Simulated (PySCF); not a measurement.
Molecule: SMILES [BH3-][O+](C)CCC, C$_{4}$H$_{13}$BO.

Cartesian coordinates in Å; atom numbers follow the order of the lines, from 1:
```xyz
19

B    -2.057    1.358   -0.029
O    -1.008    0.205    0.538
C    -1.593   -1.082    0.487
C     0.246    0.280   -0.131
C     1.357   -0.484    0.590
C     2.719   -0.129    0.005
H    -2.246    1.099   -1.178
H    -3.017    1.234    0.655
H    -1.483    2.381    0.143
H    -1.727   -1.414   -0.548
H    -0.977   -1.800    1.032
H    -2.568   -1.005    0.961
H     0.141   -0.072   -1.167
H     0.493    1.343   -0.155
H     1.204   -1.562    0.503
H     1.331   -0.220    1.650
H     2.919    0.934    0.116
H     2.755   -0.375   -1.053
H     3.503   -0.683    0.515
```

Frames of a GFN2-xTB Langevin trajectory at 200 K; GIAO PBE0/pcSseg-1 shieldings in PySCF 2.14, gas phase, non-relativistic; equivalent atoms averaged within each frame.

Referencing at the same level of theory: BF3·OEt2 for 11B (100.07 ppm); H2O for 17O (336.08 ppm); TMS for 13C (186.93 ppm), 1H (31.72 ppm). The references are static minima.

How do the shifts (ppm) fluctuate along the trajectory?

Results:


```
         time (fs)    B1    O2    C4    C3    C5    C6  H13/H14  H10/H11/H12  H7/H8/H9  H15/H16
               250  -1.0  24.0  83.5  57.6  27.5  12.9     3.42         3.33      2.97     1.98
               425   7.6  25.4  80.9  69.5  19.0   4.4     3.08         4.09      3.43     1.12
               625   1.3  50.5  88.1  76.2  23.6  13.5     3.74         4.24      3.03     1.25
               800   4.4  37.3  96.4  62.5  23.4  13.2     4.12         3.33      3.37     1.75
              1000   1.9  32.2  88.9  61.2  25.3   9.4     3.86         3.65      3.02     2.35
    mean of frames   2.8  33.9  87.6  65.4  23.8  10.7     3.64         3.73      3.16     1.69
standard deviation   3.3  10.7   5.9   7.4   3.1   3.9     0.40         0.43      0.22     0.51
```

5 frames give an uncertainty of the mean of about the standard deviation over 2.2 at best, since frames this close in time may not be independent; classical motion lacks zero-point vibration, and the reference would need the same averaging.
